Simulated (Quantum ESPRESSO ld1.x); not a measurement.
All-electron atom: neutral barium in [Xe] 6s2. Method: Dirac Kohn-Sham, OLYP, spin-unpolarised, spherical densities, point nucleus; computed with ld1.x of Quantum ESPRESSO 7.5.

Unscreened Slater integrals over Kohn-Sham orbitals (hartree). Large and small components are both included. Empty in this configuration: 5d3/2, 5d5/2, 6p1/2, 6p3/2.

\begin{tabular}{lr}
integral & value \\ \hline
F0(6p3/2,6p3/2) & 0.12603 \\
F2(6p3/2,6p3/2) & 0.065854 \\
F0(6p3/2,6p1/2) & 0.12923 \\
G2(6p3/2,6p1/2) & 0.067274 \\
F0(6p3/2,5d5/2) & 0.15493 \\
F2(6p3/2,5d5/2) & 0.053733 \\
G1(6p3/2,5d5/2) & 0.041401 \\
G3(6p3/2,5d5/2) & 0.027936 \\
F0(6p3/2,5d3/2) & 0.15563 \\
F2(6p3/2,5d3/2) & 0.052691 \\
G1(6p3/2,5d3/2) & 0.038969 \\
G3(6p3/2,5d3/2) & 0.026564 \\
F0(6p3/2,6s1/2) & 0.14646 \\
G1(6p3/2,6s1/2) & 0.082020 \\
F0(6p1/2,6p1/2) & 0.13274 \\
F0(6p1/2,5d5/2) & 0.16178 \\
G3(6p1/2,5d5/2) & 0.031958 \\
F0(6p1/2,5d3/2) & 0.16258 \\
G1(6p1/2,5d3/2) & 0.045513 \\
F0(6p1/2,6s1/2) & 0.15195 \\
G1(6p1/2,6s1/2) & 0.090707 \\
F0(5d5/2,5d5/2) & 0.25617 \\
F2(5d5/2,5d5/2) & 0.12427 \\
F4(5d5/2,5d5/2) & 0.079368 \\
F0(5d5/2,5d3/2) & 0.25971 \\
F2(5d5/2,5d3/2) & 0.12618 \\
G2(5d5/2,5d3/2) & 0.12614 \\
G4(5d5/2,5d3/2) & 0.080635 \\
F0(5d5/2,6s1/2) & 0.20714 \\
G2(5d5/2,6s1/2) & 0.072410 \\
F0(5d3/2,5d3/2) & 0.26339 \\
F2(5d3/2,5d3/2) & 0.12825 \\
F0(5d3/2,6s1/2) & 0.20882 \\
G2(5d3/2,6s1/2) & 0.070558 \\
F0(6s1/2,6s1/2) & 0.18478 \\
\end{tabular}
